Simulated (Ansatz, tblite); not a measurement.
Cost and result up the ladder for phenacyltetrahydrothiophenium tetrafluoroborate (C12H15BF4OS) (34 atoms). Total charge 0; singlet. Geometry: PBE-D4/def2-SVP.

```xyz
34

F     1.288    3.505   -1.125
B     2.161    3.870   -2.243
F     3.454    3.389   -1.924
F     1.681    3.167   -3.375
F     2.135    5.233   -2.414
O    -1.590    0.796    1.206
C    -1.427   -0.305    0.687
C    -0.314   -0.476   -0.348
S     0.358    1.187   -0.768
C     1.800    0.631   -1.782
C     2.935    0.359   -0.794
C     2.838    1.416    0.314
C     1.373    1.536    0.745
C    -2.266   -1.485    1.030
C    -3.304   -1.301    1.971
C    -4.124   -2.373    2.333
C    -3.916   -3.641    1.760
C    -2.886   -3.834    0.825
C    -2.063   -2.761    0.459
H    -0.701   -0.903   -1.295
H     0.492   -1.144    0.022
H     1.471   -0.248   -2.371
H     1.987    1.483   -2.470
H     2.862   -0.672   -0.382
H     3.903    0.438   -1.327
H     3.174    2.385   -0.101
H     3.466    1.157    1.191
H     1.053    0.802    1.509
H     1.080    2.554    1.053
H    -3.441   -0.298    2.402
H    -4.932   -2.225    3.064
H    -4.563   -4.485    2.044
H    -2.725   -4.827    0.379
H    -1.261   -2.928   -0.275
```

Ansatz on 2 threads of AMD EPYC 7R13 on a shared host and a share (18 GiB) of an NVIDIA H100 80GB HBM3; xTB runs through tblite on one thread. Times are rough, summed over both states, and most runs start from the orbitals of an earlier one. PBE0-D4/def2-TZVP serves as the yardstick here, not as an exact answer. The other state is a triplet.

The xTB rows come from tblite. Single mean-field runs in def2-TZVP are fitted with def2-universal-jkfit.

xTB has no spin-polarisation term.

```json
{"level": "GFN2-xTB", "functions": "96", "wall time": "0.12 s"}
{"level": "GFN1-xTB", "functions": "111", "wall time": "0.17 s"}
{"level": "PBE0-D4/def2-TZVP", "functions": "685", "wall time": "10 s"}
{"level": "PBE-D4/def2-TZVP (with forces)", "functions": "685", "wall time": "14 s"}
```

(1) Estimate what each level gives for the vertical triplet (eV).

Results:

(1) 
```
                         level  vertical triplet (eV)  difference from PBE0-D4/def2-TZVP (eV)
                      GFN2-xTB                   3.18                                   -0.28
                      GFN1-xTB                   3.29                                   -0.17
             PBE0-D4/def2-TZVP                   3.46                                    0.00
PBE-D4/def2-TZVP (with forces)                   3.20                                   -0.26
```
